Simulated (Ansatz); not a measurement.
```yaml
crystal:
  periodic: [false, false, false]
  atoms:
    - {symbol: Bi, position_ang: [-0.004276, 0.004756, 0.965749]}
    - {symbol: I, position_ang: [2.539474, -0.031112, -0.310541]}
    - {symbol: I, position_ang: [-1.241967, 2.211200, -0.338322]}
    - {symbol: I, position_ang: [-1.293222, -2.184844, -0.316886]}
basis:
  gaussian: {orbitals: def2-mTZVPP}
magnetization: {spin_polarized: true, initial_magnetization: 2}
hamiltonian: {xc: {name: r2SCANh}, dispersion: d4}
scf: {lower_state_search: full}
output: {forces: true}
```

```sh
$ ansatz run in.yaml --threads 4 --pin off --events-out ev --progress --plain --max-ram 3916MiB
```

Output, abridged:

```
Functional definition: r2SCANh
1419 factors; integrals over basis functions are off by at most 7.4e-5 eV
mean field evaluation 1: about -30147.8826 eV, gradient 8.3e0 eV
mean field evaluation 2: about -30147.9009 eV, gradient 8.3e0 eV
mean field evaluation 4: about -30148.4196 eV, gradient 1.9e0 eV
mean field evaluation 8: about -30148.4428 eV, gradient 3.5e-1 eV
mean field evaluation 16: about -30148.4440 eV, gradient 1.0e-3 eV
mean field evaluation 32: about -30148.2536 eV, gradient 3.6e0 eV
mean field evaluation 64: about -30148.3902 eV, gradient 2.8e-1 eV
mean field evaluation 96: about -30147.3431 eV, gradient 2.1e0 eV
mean field evaluation 128: about -30148.3984 eV, gradient 8.9e-2 eV
mean field evaluation 160: about -30147.9579 eV, gradient 4.2e-1 eV
mean field evaluation 192: about -30148.0724 eV, gradient 1.3e0 eV
mean field evaluation 224: about -30145.2820 eV, gradient 1.7e1 eV
mean field evaluation 256: about -30148.4439 eV, gradient 4.6e-2 eV
mean field evaluation 288: about -30148.4422 eV, gradient 6.3e-2 eV
mean field evaluation 320: about -30148.4440 eV, gradient 1.1e-4 eV
mean field evaluation 352: about -30133.5860 eV, gradient 4.3e1 eV
mean field evaluation 384: about -30147.3974 eV, gradient 9.3e0 eV
mean field evaluation 416: about -30148.3634 eV, gradient 6.7e-1 eV
mean field evaluation 448: about -30148.3963 eV, gradient 2.8e-1 eV
mean field evaluation 480: about -30148.3832 eV, gradient 2.2e-1 eV
mean field -30148.44399154 eV, -1107.9348813398 hartree, gradient 6.0e-6 eV, S^2 2.013216; 18 other end points of the search recorded, 0 dependent functions left out
reference -30148.44400597 eV, -1107.9348818701 hartree; 50, 48 occupied and 94, 96 virtual orbitals, 1419 factors
Total energy: -30148.50688373 eV, -1107.9371925853 hartree
Atom 0 at    -0.004276     0.004756     0.965749 Å, force     0.002029    -0.002001    -0.410090 eV/Å
Atom 1 at     2.539474    -0.031112    -0.310541 Å, force     0.905054    -0.009861     0.140828 eV/Å
Atom 2 at    -1.241967     2.211200    -0.338322 Å, force    -0.444388     0.790340     0.130812 eV/Å
Atom 3 at    -1.293222    -2.184844    -0.316886 Å, force    -0.462694    -0.778478     0.138450 eV/Å
Dipole moment:    -0.000780     0.000867     0.176399 e Å
```

Hardware: 4 threads of Arm Neoverse V1 on a shared host. Wall time 2.9 min, peak host memory 0.92 GiB.

In the def2 sets Bi, I take a core potential; there is no spin–orbit coupling.
